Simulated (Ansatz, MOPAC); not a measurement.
Dimer: HF (SMILES F) (first 2 atoms) with HI (SMILES I); geometry from B3LYP-D3(BJ)/def2-TZVP, rigid monomers moved along the line of their centres of mass till H2···I3 is 3.04 Å.
(charge 0, multiplicity 1):
```xyz
4

F     -0.07014     0.47503    -0.24116
H      0.00476     0.03463     0.57653
I      0.24424    -1.20226     3.34034
H      0.20554     0.26997     4.00689
```

Interaction energies are E(AB) − E(A) − E(B) at the monomers' geometry in the complex; basis-set methods are counterpoise corrected.

Correlated levels freeze the cores. Filled d and f shells under p-block atoms count as core. The state that PM6 reach isn't checked.

Codes used: Ansatz (Gaussian orbitals); MOPAC for PM6 (differences of heats of formation). Each number belongs to the level named beside it. In def2 rows elements past Kr take small-core potentials, without spin–orbit coupling.

What interaction energy does PM6 give?

-7 kJ/mol

Ansatz is a program for electronic structure.
